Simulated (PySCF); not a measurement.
Isomers of CH10O2Si3.

All values: PBE0/def2-SVPD (PySCF) at PBE0-D3(BJ)/def2-SVP geometries, gas phase, one conformer each. Core orbitals are frozen in the response; Δα² is half the sum of the squared differences of the principal polarisabilities.

Question: Rank by polarisability anisotropy Δα, highest first.
A. `[CH3:1][SiH:2]([O:3][SiH3:4])[O:5][SiH3:6]` with C1–Si2–O3–Si4 -89°, C1–Si2–O5–Si6 95°
B. `[CH3:1][O:2][Si@@H:3]([SiH3:4])[O:5][SiH3:6]` with C1–O2–Si3–Si4 176°, O2–Si3–O5–Si6 -62°
C. `[OH:1][Si@H:2]([CH2:3][SiH3:4])[O:5][SiH3:6]` with H–O1–Si2–C3 55°, O1–Si2–C3–Si4 -65°, O1–Si2–O5–Si6 141°

Answer: B (2.98 Å³), C (2.32 Å³), A (1.76 Å³).

Question: Rank by mean static polarisability, highest first.
A. `[OH:1][Si@H:2]([CH2:3][SiH3:4])[O:5][SiH3:6]` with H–O1–Si2–C3 55°, O1–Si2–C3–Si4 -65°, O1–Si2–O5–Si6 141°
B. `[CH3:1][Si@H:2]([SiH3:3])[O:4][SiH2:5][OH:6]` with C1–Si2–O4–Si5 73°, Si2–O4–Si5–O6 -58°, O4–Si5–O6–H -69°
C. `[CH3:1][SiH:2]([O:3][SiH3:4])[O:5][SiH3:6]` with C1–Si2–O3–Si4 -89°, C1–Si2–O5–Si6 95°

Answer: B (15.05 Å³), A (14.50 Å³), C (14.22 Å³).

All values together:

| SMILES | μ (D) | HOMO (eV) | LUMO (eV) | α (Å³) | Δα (Å³) | ΔSCF removal energy (eV) |
| --- | --- | --- | --- | --- | --- | --- |
| C[Si@H]([SiH3])O[SiH2]O | 1.64 | -7.71 | -0.12 | 15.05 | 2.51 | 9.51 |
| CO[Si@@H]([SiH3])O[SiH3] | 0.87 | -7.91 | -0.31 | 15.18 | 2.98 | 9.70 |
| C[SiH](O[SiH3])O[SiH3] | 0.85 | -8.26 | -0.09 | 14.22 | 1.76 | 9.96 |
| O[Si@H](C[SiH3])O[SiH3] | 1.52 | -8.37 | -0.13 | 14.50 | 2.32 | 10.08 |

Conformers: `[CH3:1][Si@H:2]([SiH3:3])[O:4][SiH2:5][OH:6]` with C1–Si2–O4–Si5 73°, Si2–O4–Si5–O6 -58°, O4–Si5–O6–H -69°; `[CH3:1][O:2][Si@@H:3]([SiH3:4])[O:5][SiH3:6]` with C1–O2–Si3–Si4 176°, O2–Si3–O5–Si6 -62°; `[CH3:1][SiH:2]([O:3][SiH3:4])[O:5][SiH3:6]` with C1–Si2–O3–Si4 -89°, C1–Si2–O5–Si6 95°; `[OH:1][Si@H:2]([CH2:3][SiH3:4])[O:5][SiH3:6]` with H–O1–Si2–C3 55°, O1–Si2–C3–Si4 -65°, O1–Si2–O5–Si6 141°.
